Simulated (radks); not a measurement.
The numbers below are computed, except where a source is named.
All-electron atom: La21+ in [Kr].

Code: a radial shooting solver on a logarithmic mesh with Libxc functionals. Model: scalar-relativistic Kohn-Sham, PBE, spin-polarised, spherical densities, finite nucleus; Fermi nuclear charge, rms radius 4.855 fm.

Energy parts (eV):
| part | energy |
|---|---|
| total | -226068.79 |
| kinetic | 239420.35 |
| electron-nucleus | -526050.63 |
| Hartree | 65524.80 |
| exchange-correlation | -4963.31 |

Orbitals (lengths in bohr, moments of r in powers of bohr):
\begin{tabular}{lrrr}
orbital & occ. & eigenvalue (eV) & <r^2> \\ \hline
1s & 2 & -39332.69 & 0.0008539 \\
2s & 2 & -6751.065 & 0.01360 \\
2p & 6 & -6112.697 & 0.01082 \\
3s & 2 & -1873.738 & 0.09139 \\
3p & 6 & -1669.705 & 0.09098 \\
3d & 10 & -1380.316 & 0.07705 \\
4s & 2 & -759.6957 & 0.4117 \\
4p & 6 & -687.2170 & 0.4419 \\
\end{tabular}

The highest occupied level is 4p at -687.22 eV. Summed over all electrons, <r^2> = 5.068 bohr^2, which gives a Langevin (diamagnetic) susceptibility term of -4.01 x 10^-6 cm^3/mol.
